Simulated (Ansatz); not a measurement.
Cost and result for the atomization energy of C2H6AsNO, SMILES `NC([AsH2])C=O` (11 atoms, 10 bonds).

Z-matrix (Å, degrees):
```
C
As 1 2.011
C 1 1.499 2 105.8
N 1 1.435 2 113.0 3 128.9
H 1 1.098 2 102.0 3 -112.3
H 2 1.519 1 92.1 3 -170.5
H 2 1.524 1 93.2 3 -77.8
O 3 1.202 1 123.9 2 117.1
H 3 1.113 1 115.1 2 -62.2
H 4 1.014 1 109.8 2 -61.9
H 4 1.016 1 109.7 2 -177.8
```

The species carries charge 0 and has multiplicity 1. Correlated methods include outer-core shells of As, which these sets cover unevenly. Scalar relativity is left out up to krypton. The geometry is a stationary point of PBE0-D4/def2-TZVP. It is one conformer, not always the lowest. Program: Ansatz. All runs use 4 threads of a server CPU on a shared host. Times are those of one run each, without the atoms' runs, and a repeat can differ threefold. Electronic energies, without spin–orbit coupling; frozen cores. CCSD(T)/CBS adds CCSD(T) − MP2 in def2-TZVPP to the MP2 limit, and its time is that of the two runs behind it. T1 = 0.013. With those shells the extrapolation isn't a true limit. HSE06 is the plane-wave form, built on full-range PBE exchange.

CCSD(T)/CBS is a level of theory with its own doubt, some kJ/mol a heavy atom from the limit and from the frozen cores, so smaller differences don't rank the functionals.

```json
{"level": "PBE-D4/def2-TZVPP (with forces)", "functions": "256", "wall time": "2.5 s"}
{"level": "PBE0-D4/def2-TZVPP", "functions": "256", "wall time": "3 s"}
{"level": "BHLYP-D4/def2-TZVPP", "functions": "256", "wall time": "3.2 s"}
{"level": "HSE06-D4/def2-TZVPP", "functions": "256", "wall time": "3.3 s"}
{"level": "CAM-B3LYP-D4/def2-TZVPP", "functions": "256", "wall time": "3.7 s"}
{"level": "r2SCAN-D4/def2-TZVPP (with forces)", "functions": "256", "wall time": "4.9 s"}
{"level": "r2SCANh-D4/def2-TZVPP", "functions": "256", "wall time": "5.5 s"}
{"level": "PBE-QIDH/def2-TZVPP", "functions": "256", "wall time": "6.5 s"}
{"level": "ωB97X-V/def2-TZVPP", "functions": "256", "wall time": "8 s"}
{"level": "CCSD(T)/def2-SVP", "functions": "118", "wall time": "9.5 s"}
{"level": "MP2/def2-QZVPP", "functions": "497", "wall time": "28 s"}
{"level": "CCSD(T)/def2-TZVPP", "functions": "256", "wall time": "4.1 min"}
{"level": "CCSD(T)/CBS(def2)", "functions": "–", "wall time": "4.6 min"}
```

Question: What atomization energy does each give, and how far from CCSD(T)/CBS? (Estimate.)

Answer: Computed: 
```json
{"level": "PBE-D4/def2-TZVPP (with forces)", "atomization (kcal/mol)": "975.7", "difference from CCSD(T)/CBS": "33.3", "per bond": "3.3"}
{"level": "PBE0-D4/def2-TZVPP", "atomization (kcal/mol)": "947.1", "difference from CCSD(T)/CBS": "4.7", "per bond": "0.5"}
{"level": "BHLYP-D4/def2-TZVPP", "atomization (kcal/mol)": "907.6", "difference from CCSD(T)/CBS": "-34.8", "per bond": "-3.5"}
{"level": "HSE06-D4/def2-TZVPP", "atomization (kcal/mol)": "947.6", "difference from CCSD(T)/CBS": "5.2", "per bond": "0.5"}
{"level": "CAM-B3LYP-D4/def2-TZVPP", "atomization (kcal/mol)": "950.2", "difference from CCSD(T)/CBS": "7.8", "per bond": "0.8"}
{"level": "r2SCAN-D4/def2-TZVPP (with forces)", "atomization (kcal/mol)": "944.5", "difference from CCSD(T)/CBS": "2.1", "per bond": "0.2"}
{"level": "r2SCANh-D4/def2-TZVPP", "atomization (kcal/mol)": "935.5", "difference from CCSD(T)/CBS": "-6.9", "per bond": "-0.7"}
{"level": "PBE-QIDH/def2-TZVPP", "atomization (kcal/mol)": "931.8", "difference from CCSD(T)/CBS": "-10.6", "per bond": "-1.1"}
{"level": "ωB97X-V/def2-TZVPP", "atomization (kcal/mol)": "950.5", "difference from CCSD(T)/CBS": "8.1", "per bond": "0.8"}
{"level": "CCSD(T)/def2-SVP", "atomization (kcal/mol)": "882.8", "difference from CCSD(T)/CBS": "-59.6", "per bond": "-6.0"}
{"level": "MP2/def2-QZVPP", "atomization (kcal/mol)": "945.2", "difference from CCSD(T)/CBS": "2.8", "per bond": "0.3"}
{"level": "CCSD(T)/def2-TZVPP", "atomization (kcal/mol)": "914.8", "difference from CCSD(T)/CBS": "-27.6", "per bond": "-2.8"}
{"level": "CCSD(T)/CBS(def2)", "atomization (kcal/mol)": "942.4", "difference from CCSD(T)/CBS": "0.0", "per bond": "0.0"}
```

In def2-TZVPP, CCSD(T) changes the Hartree–Fock value by +288.1 kcal/mol (the triples alone add +18.7 kcal/mol) and MP2 by +302.2 kcal/mol; breaking electron pairs costs correlation energy, which Hartree–Fock lacks. Leaving LDA and LC-ωPBE aside and taking each functional with its dispersion term where it has one, the values spread over 68.1 kcal/mol, from BHLYP-D4 to PBE-D4. LDA lies +139.5 kcal/mol from PBE without D4, its usual overbinding. At CCSD(T), def2-SVP lies −59.6 kcal/mol from the extrapolated value and def2-TZVPP −27.6 kcal/mol: correlation converges slowly with the basis, and small sets miss more of it in the bonded molecule than in its fragments.
